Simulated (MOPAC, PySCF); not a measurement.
C4H5N, SMILES `C=CCC#N` (C–C–C–C torsion 124°), neutral singlet in the gas phase. 

Cartesian coordinates (Å):
```xyz
10

C     -1.4980     0.7655    -0.0809
C     -0.4489     0.2145     0.5093
C      0.5075    -0.7204    -0.1869
C      1.8910    -0.2518    -0.1178
N      2.9753     0.1239    -0.0495
H     -1.7253     0.5847    -1.1252
H     -2.1683     1.4194     0.4606
H     -0.2344     0.4187     1.5526
H      0.4713    -1.7131     0.2737
H      0.2298    -0.8414    -1.2359
```
Charge 0, multiplicity 1.

All levels are single points at this geometry (B3LYP-D3(BJ)/def2-TZVP); Pople sets use spherical d functions. Orbital energies aren't observables, and empty levels follow the basis.

TPSSh-D3(BJ)/def2-TZVP in PySCF gives gap (eV) = 6.72.

Estimate the gap (eV) from each of these levels: B3LYP/3-21G in PySCF; B3LYP/6-31G* in PySCF; HF/6-31G* in PySCF; AM1 in MOPAC; PM6 in MOPAC.


| level | gap (eV) |
|---|---|
| B3LYP/3-21G in PySCF | 7.75 |
| B3LYP/6-31G* in PySCF | 7.57 |
| HF/6-31G* in PySCF | 14.77 |
| AM1 in MOPAC | 11.55 |
| PM6 in MOPAC | 11.46 |
